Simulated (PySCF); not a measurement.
PySCF job for B(H)(Cl)(Me) (CH₄BCl), SMILES CBCl, KT2/pcSseg-2. Geometry: B3LYP-D3(BJ)/def2-TZVP.

```python
import numpy as np
from pyscf import gto, scf, dft
from pyscf.prop.nmr import rks as nmr

mol = gto.M(
    atom='''
    B    -0.61091768   -0.45335516   -0.00000000
    H    -1.79992730   -0.47387163    0.00000000
    Cl    0.12180220    1.14643195    0.00000000
    C     0.24873358   -1.74328724    0.00000000
    H    -0.01680465   -2.35619835    0.86949827
    H    -0.01680466   -2.35619835   -0.86949827
    H     1.32508623   -1.57657548   -0.00000001
    ''',
    basis='pcSseg-2',
    charge=0,
    spin=0,
    max_memory=1600,
    verbose=3,
)
mf = dft.RKS(mol, xc='kt2').density_fit(auxbasis='def2-universal-jkfit')
mf.grids.level = 3
mf.conv_tol = 1e-10
mf.max_cycle = 100
mf.kernel()
n = nmr.NMR(mf)
n.verbose = 2
n.max_cycle_cphf = 60
sigma = n.kernel()
print('atom   isotropic/ppm   span/ppm')
for i, s in enumerate(sigma):
    w = np.linalg.eigvalsh((s + s.T) / 2)
    print(f'{mol.atom_symbol(i):2s}{i + 1:3d} {w.mean():14.3f} {w[2] - w[0]:11.3f}')
```

Output:

```
converged SCF energy = -530.238923473086
atom   isotropic/ppm   span/ppm
B   1         23.914     145.303
H   2         24.365       4.003
Cl  3        616.687     671.847
C   4        166.269      45.056
H   5         30.248       8.253
H   6         30.248       8.253
H   7         30.299       7.039
```

Self-consistency was reached.

Cost: very roughly 17 core-seconds.
